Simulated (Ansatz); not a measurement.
One change: `CC[Si]O` becomes `CC[Si]C`.

Ansatz, PBE0-D4/def2-TZVP geometries, multiplicity 1. Each molecule was computed in one conformer, which needn't be the lowest.

```tsv
property	`CC[Si]O`
HOMO–LUMO gap (PBE/def2-TZVPP) / eV	2.81
size of the dipole moment (PBE/def2-TZVPP) / D	2.49
size of the dipole moment (ωB97M-V/def2-TZVPP) / D	2.37
HOMO energy (PBE/def2-TZVPP) / eV	-5.13
zero-point energy (PBE0-D4/def2-TZVP) / kJ/mol	206.8
LUMO energy (PBE/def2-TZVPP) / eV	-2.32
```

Question: What does the change do to each property? (An estimate is asked.)

Answer: Computed: 
```csv
property,`CC[Si]C`,shift
HOMO–LUMO gap (PBE/def2-TZVPP) / eV,1.95,-0.86
size of the dipole moment (PBE/def2-TZVPP) / D,1.47,-1.02
size of the dipole moment (ωB97M-V/def2-TZVPP) / D,1.26,-1.11
HOMO energy (PBE/def2-TZVPP) / eV,-4.81,0.32
zero-point energy (PBE0-D4/def2-TZVP) / kJ/mol,262.3,55.5
LUMO energy (PBE/def2-TZVPP) / eV,-2.85,-0.53
```

With PBE0 the HOMO rises by 0.36 eV and the LUMO falls by 0.52 eV, so the gap narrows by about 0.88 eV. PBE moves the HOMO by 0.32 eV and ωB97M-V by 0.38 eV. The zero-point energy changes by 55.5 kJ/mol with +6 modes. Dipoles are sizes alone; their direction can turn.
